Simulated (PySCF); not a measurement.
`N[SiH]1CCCCC1`, C5H13NSi

Molfile (atoms numbered from 1):
```
C5H13NSi
     RDKit          3D

 20 20  0  0  0  0  0  0  0  0999 V2000
    2.2063   -0.4404    0.7208 N   0  0  0  0  0  0  0  0  0  0  0  0
    1.1821    0.3568   -0.4433 Si  0  0  0  0  0  4  0  0  0  0  0  0
    0.0886   -0.9475   -1.2440 C   0  0  0  0  0  0  0  0  0  0  0  0
   -0.9527   -1.4600   -0.2414 C   0  0  0  0  0  0  0  0  0  0  0  0
   -1.8065   -0.3562    0.3862 C   0  0  0  0  0  0  0  0  0  0  0  0
   -1.0361    0.6331    1.2628 C   0  0  0  0  0  0  0  0  0  0  0  0
   -0.0058    1.4721    0.4966 C   0  0  0  0  0  0  0  0  0  0  0  0
    2.7287    0.1299    1.3780 H   0  0  0  0  0  0  0  0  0  0  0  0
    2.7847   -1.2140    0.4093 H   0  0  0  0  0  0  0  0  0  0  0  0
    1.9212    1.1418   -1.4940 H   0  0  0  0  0  0  0  0  0  0  0  0
   -0.4138   -0.4829   -2.1121 H   0  0  0  0  0  0  0  0  0  0  0  0
    0.6889   -1.7795   -1.6502 H   0  0  0  0  0  0  0  0  0  0  0  0
   -0.4371   -2.0095    0.5658 H   0  0  0  0  0  0  0  0  0  0  0  0
   -1.6178   -2.1907   -0.7330 H   0  0  0  0  0  0  0  0  0  0  0  0
   -2.5985   -0.8245    0.9936 H   0  0  0  0  0  0  0  0  0  0  0  0
   -2.3292    0.1991   -0.4154 H   0  0  0  0  0  0  0  0  0  0  0  0
   -0.5218    0.0710    2.0620 H   0  0  0  0  0  0  0  0  0  0  0  0
   -1.7565    1.2972    1.7705 H   0  0  0  0  0  0  0  0  0  0  0  0
    0.5354    2.1513    1.1772 H   0  0  0  0  0  0  0  0  0  0  0  0
   -0.5146    2.1213   -0.2394 H   0  0  0  0  0  0  0  0  0  0  0  0
  1  2  1  0
  2  3  1  0
  3  4  1  0
  4  5  1  0
  5  6  1  0
  6  7  1  0
  7  2  1  0
  1  8  1  0
  1  9  1  0
  2 10  1  0
  3 11  1  0
  3 12  1  0
  4 13  1  0
  4 14  1  0
  5 15  1  0
  5 16  1  0
  6 17  1  0
  6 18  1  0
  7 19  1  0
  7 20  1  0
M  END
```

Computed with quadratic response B3LYP/def2-SVPD first hyperpolarisability, Taylor convention, gas phase in PySCF 2.14.0. Geometry: PBE0-D3(BJ)/def2-SVP.

(1) Give the tensor of the static β(0;0,0) in the axes of these coordinates.

Answers

(1) In au, Taylor convention; rows are the first index (the induced dipole):
```tsv
	xx	yy	zz	xy	xz	yz
x	-52.4	-16.4	-7.1	-18.1	+24.9	-12.3
y	-18.1	-42.4	-38.4	-16.4	-12.3	+32.1
z	+24.9	+32.1	+76.3	-12.3	-7.1	-38.4
```
Norm of βᵢ = ⅓ Σⱼ (βᵢⱼⱼ + βⱼᵢⱼ + βⱼⱼᵢ): 182.5 au, hyper-Rayleigh value 68.5 au.
